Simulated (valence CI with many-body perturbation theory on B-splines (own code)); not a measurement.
# Level structure of As¹⁹⁺

Method: relativistic CI+MBPT: four valence electrons over a frozen Dirac-Fock core [Ne], radial functions for each j: 11 s, 11 p, 10 d, 8 f, 5 g, 2 h, with the one-electron correlation potential Σ1, the two-electron term Σ2, the three-electron term Σ3, Breit, model QED; selected CI, second order for the rest, scaled by the run's own slope (own B-spline code, finite nucleus).

No measured levels were compared; by estimate levels of excited configurations hold to 0.05 to 0.15 % of their energy, terms of the ground configuration to about 0.5 %. Among the levels kept, up to 840 cm⁻¹ of a level comes from second order outside the variational space, and about a tenth of that is noise between levels of different J, which matters for small intervals.

Levels 136 to 173 of 173, with energies above the lowest level, 3s2 3p2 3P_0. "Leading %" is the weight of the configuration and term that name the level; weights of strongly mixed levels are sums over their largest components and can fall short. Lifetimes count E1, E2, E3, M1 and M2 decay at the calculated energies, and are blank where another channel may lead or the interval is too uncertain; long ones can be off by a factor of two.

| No. | Configuration | Term | J | E (cm⁻¹) | Leading % | Second component | Lifetime | g |
| --- | --- | --- | --- | --- | --- | --- | --- | --- |
| 136 | 3s 3p 3d2 | 5F° | 1 | 1737000 | 58 | 11 % 3s 3p 3d2 5D° | 10.4 ps | 0.623 |
| 137 | 3p3 3d | 3P° | 0 | 1738400 | 72 | 17 % 3s 3p 3d2 3P° | 8.77 ps |  |
| 138 | 3p3 3d | 3P° | 1 | 1740400 | 31 | 17 % 3s 3p 3d2 5F° | 10.8 ps | 1.214 |
| 139 | 3s 3p 3d2 | 5F° | 2 | 1744400 | 56 | 33 % 3s 3p 3d2 5D° | 11.3 ps | 1.234 |
| 140 | 3s 3p 3d2 | 5F° | 4 | 1746400 | 46 | 44 % 3s 3p 3d2 5D° | 13.3 ps | 1.403 |
| 141 | 3s 3p 3d2 | 5F° | 3 | 1753600 | 35 | 14 % 3s 3p 3d2 1F° | 9.73 ps | 1.211 |
| 142 | 3s 3p 3d2 | 5D° | 3 | 1757500 | 41 | 12 % 3s 3p 3d2 5F° | 12.0 ps | 1.347 |
| 143 | 3s 3p 3d2 | 5P° | 1 | 1759100 | 79 | 6 % 3p3 3d 3S° | 14.9 ps | 2.336 |
| 144 | 3s 3p 3d2 | 5F° | 5 | 1768500 | 92 | 5 % 3s 3p 3d2 5G° | 11.0 ps | 1.386 |
| 145 | 3s 3p 3d2 | 5P° | 2 | 1771800 | 77 | 13 % 3s 3p 3d2 5D° | 14.5 ps | 1.777 |
| 146 | 3s 3p 3d2 | 5D° | 4 | 1774200 | 51 | 43 % 3s 3p 3d2 5F° | 14.2 ps | 1.416 |
| 147 | 3s 3p 3d2 | 3F° | 2 | 1776400 | 61 | 14 % 3p3 3d 3F° | 15.2 ps | 0.751 |
| 148 | 3p3 3d | 1D° | 2 | 1778000 | 35 | 16 % 3p3 3d 3D° | 9.40 ps | 1.091 |
| 149 | 3p3 3d | 1F° | 3 | 1780500 | 47 | 12 % 3s 3p 3d2 3F° | 16.7 ps | 1.075 |
| 150 | 3s 3p 3d2 | 5P° | 3 | 1791500 | 24 | 13 % 3s 3p 3d2 3F° | 12.5 ps | 1.308 |
| 151 | 3s 3p 3d2 | 5P° | 3 | 1792400 | 36 | 20 % 3s 3p 3d2 5D° | 14.5 ps | 1.403 |
| 152 | 3s 3p 3d2 | 3D° | 1 | 1798100 | 38 | 31 % 3p3 3d 3D° | 9.79 ps | 0.562 |
| 153 | 3s 3p 3d2 | 3H° | 4 | 1802300 | 72 | 8 % 3s 3p 3d2 5D° | 21.7 ps | 0.922 |
| 154 | 3s 3p 3d2 | 5D° | 2 | 1804200 | 90 | 6 % 3s 3p 3d2 5F° | 7.98 ps | 1.457 |
| 155 | 3s 3p 3d2 | 5D° | 4 | 1804600 | 66 | 14 % 3s 3p 3d2 3H° | 11.3 ps | 1.353 |
| 156 | 3s 3p 3d2 | 5D° | 3 | 1804900 | 40 | 12 % 3p3 3d 1F° | 9.14 ps | 1.315 |
| 157 | 3s 3p 3d2 | 5D° | 1 | 1805600 | 90 | 7 % 3s 3p 3d2 3D° | 8.14 ps | 1.412 |
| 158 | 3s 3p 3d2 | 5D° | 0 | 1805700 | 99 |  | 7.95 ps |  |
| 159 | 3s 3p 3d2 | 5D° | 3 | 1808900 | 24 | 16 % 3s 3p 3d2 5P° | 9.75 ps | 1.336 |
| 160 | 3p3 3d | 3D° | 1 | 1814200 | 43 | 35 % 3s 3p 3d2 3D° | 7.93 ps | 0.562 |
| 161 | 3s 3p 3d2 | 3F° | 4 | 1815200 | 58 | 21 % 3s 3p 3d2 5D° | 11.9 ps | 1.309 |
| 162 | 3s 3p 3d2 | 3H° | 5 | 1816800 | 70 | 16 % 3s 3p 3d2 3G° | 21.7 ps | 1.078 |
| 163 | 3s 3p 3d2 | 3D° | 2 | 1820700 | 38 | 10 % 3p3 3d 3D° | 12.1 ps | 1.093 |
| 164 | 3p3 3d | 3D° | 2 | 1824200 | 36 | 14 % 3s 3p 3d2 3D° | 7.78 ps | 1.117 |
| 165 | 3s 3p 3d2 | 3G° | 3 | 1835800 | 28 | 8 % 3s 3p 3d2 3D° | 12.2 ps | 1.030 |
| 166 | 3s 3p 3d2 | 3G° | 3 | 1836800 | 30 | 9 % 3s 3p 3d2 3D° | 11.4 ps | 1.032 |
| 167 | 3s 3p 3d2 | 3G° | 4 | 1843800 | 64 | 12 % 3s 3p 3d2 3F° | 13.2 ps | 1.051 |
| 168 | 3s 3p 3d2 | 3G° | 3 | 1844200 | 82 | 6 % 3p3 3d 3G° | 15.5 ps | 0.780 |
| 169 | 3s 3p 3d2 | 5S° | 2 | 1847900 | 90 | 7 % 3s 3p 3d2 5P° | 5.80 ps | 1.981 |
| 170 | 3s 3p 3d2 | 3S° | 1 | 1849100 | 70 | 18 % 3p3 3d 3S° | 7.47 ps | 2.020 |
| 171 | 3s 3p 3d2 | 3H° | 6 | 1856500 | 99 |  | 27.5 ps | 1.165 |
| 172 | 3s 3p 3d2 | 3G° | 5 | 1859800 | 61 | 27 % 3s 3p 3d2 3H° | 14.2 ps | 1.157 |
| 173 | 3s 3p 3d2 | 3G° | 4 | 1861400 | 75 | 9 % 3p3 3d 3G° | 14.3 ps | 1.053 |

Names give the largest LS component (configuration and term), which can be under half, so a name can repeat, a term be missing and a line seem to break the LS rules; names also repeat where a configuration has a term twice.

Where two levels of one J and parity lie close, their mixing, g and order are uncertain.
